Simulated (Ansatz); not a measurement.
Geometry optimisation, RKS PBE0-D4/def2-SVP (Ansatz 0.2.0).

The input (input.yaml):

```yaml
crystal:
  periodic: [false, false, false]
  atoms:
    - { symbol: Ga, position_ang: [-0.29207, -1.062233, -0.90804] }
    - { symbol: "N", position_ang: [1.289078, -0.146151, 1.612742] }
    - { symbol: H, position_ang: [0.882688, -0.029301, 2.538298] }
    - { symbol: H, position_ang: [2.286436, 0.041331, 1.685263] }
    - { symbol: H, position_ang: [0.870459, 0.58387, 1.004264] }
    - { symbol: H, position_ang: [-0.473191, 0.612485, -0.609827] }
basis:
  gaussian: { orbitals: def2-SVP }
hamiltonian:
  xc: pbe0
  dispersion: d4
relax:
  f_tol: 0.03
  max_steps: 50
```

Command:

```bash
$ ansatz run input.yaml --threads 1 --pin off --max-ram 2048MiB --backend cpu --events-out ev --progress --plain --runs-dir out
```

Q: Where does it end, and by what steps?

A: The run converged. The force dipped under the threshold on the way, but the program's further checks kept it going. After 12 steps the energy has fallen by 0.378 eV; H5 moved furthest, 0.70 Å.

```tsv
step	energy less start (eV)	largest force component (eV/Å)	accepted
0	0.0000	0.779	yes
1	-0.1294	0.864	yes
2	-0.2195	1.210	yes
3	-0.2709	1.578	yes
4	-0.3449	0.553	yes
5	-0.3639	0.130	yes
6	-0.3726	0.048	yes
7	-0.3633	0.537	no
8	-0.3751	0.075	yes
9	-0.3776	0.006	yes
10	-0.3774	0.114	no
11	-0.3780	0.014	yes
12	-0.3782	0.024	yes
```

```xyz
6
Properties=species:S:1:pos:R:3
Ga 0.292 -0.891 -0.641
N 1.202 0.023 1.346
H 0.512 -0.051 2.094
H 2.069 -0.402 1.673
H 1.373 1.020 1.208
H -0.885 0.301 -0.358
```

The run took 26 s on 1 thread of Arm Neoverse V1, with other jobs on the host, peak memory 0.12 GiB.
